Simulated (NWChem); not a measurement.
System: SiH2F2; SMILES F[SiH2]F

Program: NWChem. Pople sets run with spherical d functions. The geometry was optimised at PBE-D3(BJ)/def2-SVP. Level: PBE0/6-31+G*; the question gives the wavelength of the field.

Q: Estimate the computed values for field 1065 nm. Quantities: isotropic polarisability (bohr³); anisotropy (bohr³).

A: 
```yaml
isotropic polarisability (bohr³): 23.0
anisotropy (bohr³): 2.8
```
